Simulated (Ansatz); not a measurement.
The cluster B₈N⁺. Charge 1, multiplicity 1. Geometry PBE0-D4/def2-SVP, basis def2-TZVP, Ansatz.

```xyz
9

N    -0.627    0.003    1.463
B     1.504    1.348    0.719
B     1.529    0.906   -0.742
B    -1.487   -0.833    0.867
B    -0.520   -0.908   -1.620
B     0.022   -0.003   -0.055
B    -1.553   -1.352   -0.587
B     0.731    0.003   -1.717
B     0.401    0.835    1.673
```

```
run  HOMO (eV)  LUMO (eV)
  A     -11.14      -8.89
  B     -13.54      -6.10
  C     -11.22      -8.71
  D     -12.70      -7.02
  E     -11.80      -8.07
  F     -13.46      -6.19
```

Another isomer (singlet) lies 0.52 eV lower at PBE0-D4/def2-TZVP; other spin states weren't run for this one.

Task: The runs used CAM-B3LYP, PBE, PBE0, r2SCAN, ωB97M-V, ωB97X-V. Estimate which is which.

Result: A PBE (0 % exact exchange); B ωB97X-V (range-separated); C r2SCAN (0 % exact exchange); D CAM-B3LYP (range-separated); E PBE0 (25 % exact exchange); F ωB97M-V (range-separated). Exact exchange lowers occupied and raises empty levels; among semilocal functionals meta-GGAs tend to open the gap a little, and such runs are hard to tell apart. The gap grows from 2.25 eV (PBE) to 7.44 eV (ωB97X-V). The restricted singlet is unstable towards broken spin symmetry in Hartree–Fock (as tested in another run); at PBE-D4/def2-TZVP, ωB97X-V/def2-TZVP, r2SCAN-D4/def2-TZVP, CAM-B3LYP-D4/def2-TZVP and others this wasn't settled.
